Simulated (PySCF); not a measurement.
Question: Give a PBE0-D3(BJ)/def2-SVP geometry of InChI=1S/BGeH6P/c1-3-2/h3H,1H2,2H3.

Answer: 
```xyz
9
BGeH6P angstrom
B     -1.8898   -0.4613   -0.2801
P     -0.6408    0.0586    0.9842
Ge     1.3326    0.4756   -0.1313
H     -2.6864   -1.3296   -0.0242
H     -1.9844    0.1839   -1.2967
H     -0.3588   -1.0929    1.7647
H      1.8711   -0.7656   -0.8637
H      2.3721    0.9509    0.8975
H      1.0305    1.5958   -1.1367
```

Any rigid rotation of these coordinates is as good. Atoms count from 1 in this order. Ge3 (germanium bonded to P and 3 H) is tetrahedral (angles from 106.3° to 112.6°). B1 (three-coordinate boron) is planar (angles 120.8°, 120.2° and 118.5°, sum 359.5°, 0.06 Å off the plane of its three neighbours). P2 (three-coordinate phosphorus) is pyramidal (angles 107.3°, 106.4° and 104.1°, sum 317.7°, 0.69 Å off the plane of its three neighbours).

Bonds between heavy atoms (Å): B1–P2 1.852, P2–Ge3 2.305.

Method used: PySCF, PBE0-D3(BJ)/def2-SVP geometry optimisation, gas phase.

Not checked by PBE0-D3(BJ)/def2-SVP frequencies. One conformer, not necessarily the lowest (H–B1–P2–Ge3 142° and -46°).

Time: 36 s wall; peak memory 0.39 GiB. Hardware: Arm Neoverse V1, one thread, on a shared host. This is the geometry optimisation.
